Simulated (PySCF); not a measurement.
Species: CH₃FOSi (triplet state).
Cartesian coordinates in Å at the GFN2-xTB level; atoms count from 1:
```xyz
7
CH3FOSi angstrom
C     -0.915   -0.098    0.056
O      0.151    0.601    0.673
Si     1.680    0.794    0.150
F      2.680   -0.464    0.525
H     -1.784    0.561    0.044
H     -1.131   -0.982    0.658
H     -0.677   -0.407   -0.962
```

The hyperfine couplings belong to this conformer and change with its torsions.

The species is `CO[Si]F` [triplet].

Computed, not measured: UKS B3LYP, pcH-1 on C F H O Si, non-relativistic, mean-field spin-orbit, GIAO in PySCF 2.14.0. The structure is a single GFN2-xTB conformer in the gas phase; no vibrational or solvent corrections. This triplet need not be the ground state; the singlet was not compared here. The geometry wasn't refined by DFT: couplings that depend on bond lengths, twists or pyramidal angles can differ widely from those at the functional's own minimum, by a factor of two or more for some ions and for spin on atoms past the first row. Stability of the SCF solution: not tested.

Principal values of hyperfine tensors in MHz (contact, dipolar and spin–orbit terms together), for some of the nuclei:

```
atom  isotope      A1      A2      A3
  F4      19F   30.30  236.08  337.22
  O2      17O  -74.06  -37.56  -30.83
  C1      13C   25.25   25.67   32.09
  H6       1H    6.31    7.06   12.11
  H5       1H   -3.37   -3.10    2.80
  H7       1H   -2.90   -0.34    5.84
```

Task: Give the isotropic coupling of each nucleus in MHz and in mT (g = 2.0007), and the anisotropic part.

Result: a_iso = (A1 + A2 + A3)/3, Ti = Ai − a_iso; 1 mT corresponds to 28.002 MHz. The tensors hold a spin–orbit part: the run splits a_iso into a_FC + a_SO, and T includes its anisotropic share.

| atom | a_iso (MHz) | a_FC | a_SO | a_iso (mT) | T1 | T2 | T3 |
| --- | --- | --- | --- | --- | --- | --- | --- |
| F4 | 201.20 | 199.29 | 1.91 | 7.185 | -170.90 | 34.88 | 136.02 |
| O2 | -47.48 | -47.42 | -0.07 | -1.696 | -26.58 | 9.92 | 16.66 |
| C1 | 27.67 | 27.67 | -0.01 | 0.988 | -2.42 | -2.00 | 4.42 |
| H6 | 8.49 | 8.50 | 0.00 | 0.303 | -2.18 | -1.43 | 3.61 |
| H5 | -1.22 | -1.22 | 0.00 | -0.044 | -2.15 | -1.88 | 4.02 |
| H7 | 0.87 | 0.86 | 0.00 | 0.031 | -3.77 | -1.21 | 4.97 |

Task: What spin density at the nucleus of C1 lies behind its contact coupling (g_N = 1.40482)?

Result: a_FC = 800.24 MHz bohr³ × g_N × ρ(0)/(2S). With a_FC = 27.67 MHz and 2S = 2, ρ(0) = 0.04923 bohr⁻³.

Task: Si3 (29Si, g_N = -1.11058) isn't in the table. Its spin density at the nucleus is 1.918 bohr⁻³. What is its contact coupling?

Result: By the same relation, a_FC = -852.5 MHz. The spin–orbit term adds +1.30 MHz. Its full tensor has the principal values -938.38, -841.45, -773.63 MHz.

Task: Name the largest traceless tensor T of the table and describe it.

Result: F4: -170.9, 34.9, 136.0 MHz (the dipolar term alone has -172.5, 34.2, 138.3), rhombic: the two smaller values differ by 59 % of the largest.
